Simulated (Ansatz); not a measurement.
Program: Ansatz. Geometries: PBE0-D4/def2-TZVP. ΔE: electronic, gas phase. CBS: MP2 limit from def2 TZ/QZ plus the TZ coupled-cluster correction, frozen cores. This one scheme is used for every species. DFT in def2-TZVPP. For Ge outer-core shells are correlated without core-valence functions, which leaves a few kJ/mol of doubt a bond. Scalar relativity is left out up to krypton. One conformer a species, not always the lowest.

`FB[O][GeH3]` + `[GeH3][SiH2][GeH2][SiH2][GeH3]` → `[GeH3][SiH2][GeH2][SiH2][GeH2][GeH3]` + `OBF`  (formal exchange of groups at a Ge–O bond)

| level | ΔE (kJ/mol) | difference from CCSD(T)/CBS |
| --- | --- | --- |
| PBE-D4 | -28.3 | -10.1 |
| r2SCAN-D4 | -16.7 | 1.5 |
| B97M-V | -3.3 | 14.9 |
| r2SCAN0-D4 | -18.7 | -0.5 |
| BHLYP-D4 | -13.4 | 4.8 |
| B2PLYP | -7.5 | 10.7 |
| PBE-QIDH | -16.8 | 1.4 |
| PBE | -21.3 | -3.1 |
| revPBE | -16.6 | 1.6 |
| PBE0 | -19.5 | -1.3 |
| BHLYP | -1.2 | 17.0 |
| CAM-B3LYP | -1.3 | 16.9 |
| CCSD(T)/def2-SVP | -10.8 | 7.4 |
| CCSD(T)/def2-TZVPP | -14.7 | 3.5 |
| MP2/CBS(def2) | -20.0 | -1.8 |
| CCSD/CBS(def2) | -15.3 | 2.9 |
| CCSD(T)/CBS | -18.2 | 0 |

Largest T1 diagnostic among the species: 0.013.

At CCSD(T), def2-SVP lies +7.4 kJ/mol from the extrapolated value and def2-TZVPP +3.5 kJ/mol. The D4 term adds −11.2 kJ/mol with B3LYP and −6.9 kJ/mol with PBE0; it sums over pairs of atoms, weighted by their polarisabilities, and B3LYP, whose exchange is more repulsive, gets the larger term.

B3LYP here is the variant with VWN-RPA as its local correlation; programs differ in this.
